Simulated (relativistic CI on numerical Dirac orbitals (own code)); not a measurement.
Fe⁵⁺: L2,3 absorption edge

Computed with this model: Dirac-Coulomb-Breit CI, separate exchange-only KLI orbitals for each configuration, model QED, valence Slater integrals scaled by 0.7, multiplet model of core-to-valence dipole absorption; configurations [Ar] 3d3 → [He] 2s2 2p5 3s2 3p6 3d4; 80 K; Lorentzian 0.4 eV and Gaussian 0.3 eV FWHM. Energies are those of the free ion, without screening or charge transfer. The branching ratio is the share of the lower-energy edge in the whole absorption, uncertain by about 0.02 where the edges overlap. S is read from ⟨S²⟩ = S(S + 1).

Field parameters in Wybourne normalisation: D3d B²₀ = −7Dσ, B⁴₀ = −14Dq − 21Dτ, B⁴₃ = −14√(10/7) Dq; Oh B⁴₀ = 21Dq, B⁴₄ = √(5/14) B⁴₀; Td as Oh with Dq negative (B⁴₀ = 21Dq, B⁴₄ = √(5/14) B⁴₀). The field is a parameter set, without covalency.

Computed curve for D3d, 10Dq = 11950, Dσ = -680, Dτ = 30 cm⁻¹, scaled to 100 at the maximum (points under 2 are left out and the grid is thinned):

| Energy (eV) | Intensity |
| --- | --- |
| 716.0 | 2.1 |
| 716.5 | 3.8 |
| 717.1 | 7.8 |
| 717.6 | 13.9 |
| 718.2 | 41.8 |
| 718.7 | 31.1 |
| 719.2 | 57.4 |
| 719.8 | 97.0 |
| 720.3 | 93.0 |
| 720.8 | 93.3 |
| 721.4 | 62.8 |
| 721.9 | 33.9 |
| 722.5 | 32.0 |
| 723.0 | 24.0 |
| 723.5 | 15.2 |
| 724.1 | 15.6 |
| 724.6 | 13.2 |
| 725.2 | 5.6 |
| 725.7 | 4.1 |
| 726.2 | 2.6 |
| 726.8 | 2.8 |
| 727.3 | 2.7 |
| 727.8 | 2.9 |
| 728.4 | 4.2 |
| 728.9 | 13.6 |
| 729.5 | 17.7 |
| 730.0 | 29.3 |
| 730.5 | 48.5 |
| 731.1 | 48.2 |
| 731.6 | 24.7 |
| 732.2 | 35.9 |
| 732.7 | 42.3 |
| 733.2 | 59.0 |
| 733.8 | 43.2 |
| 734.3 | 19.1 |
| 734.8 | 8.6 |
| 735.4 | 5.5 |
| 735.9 | 5.1 |
| 736.5 | 3.0 |
| 737.0 | 2.2 |

The ground state has S = 1.50, and the centroid lies at 725.11 eV.
